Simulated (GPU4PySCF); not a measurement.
PVDF trimer (C₇H₁₀F₆), SMILES CC(F)(F)CC(F)(F)CC(C)(F)F.

Geometry: ωB97M-D3(BJ)/def2-TZVP. One conformer was computed; it need not be the lowest.

Two levels are set side by side: PBE/def2-TZVPD (GPU4PySCF) and M06-2X/def2-TZVPD (GPU4PySCF). Same geometry, gas phase. Differences are taken from unrounded values.

| quantity | PBE |
|---|---|
| orbital gap (eV) | 7.20 |
| highest occupied level (eV) | -7.87 |
| lowest empty level (eV) | -0.66 |
| dipole moment (D) | 0.09 |
| mean polarisability (bohr³) | 94.2 |

Problem. These are the PBE values. What does M06-2X give? (An estimate is asked for; the answer gives what the named calculation found.)

Solution. 
| quantity | M06-2X | PBE minus M06-2X |
|---|---|---|
| orbital gap (eV) | 11.17 | -3.97 |
| highest occupied level (eV) | -11.12 | 3.26 |
| lowest empty level (eV) | 0.05 | -0.71 |
| dipole moment (D) | 0.08 | 0.01 |
| mean polarisability (bohr³) | 88.0 | 6.2 |

Without exact exchange PBE keeps part of each electron's self-repulsion, which lifts occupied levels and narrows the gap. Loosely held outer electrons make PBE densities more polarisable. Differences between two approximate levels are no errors against the true value.
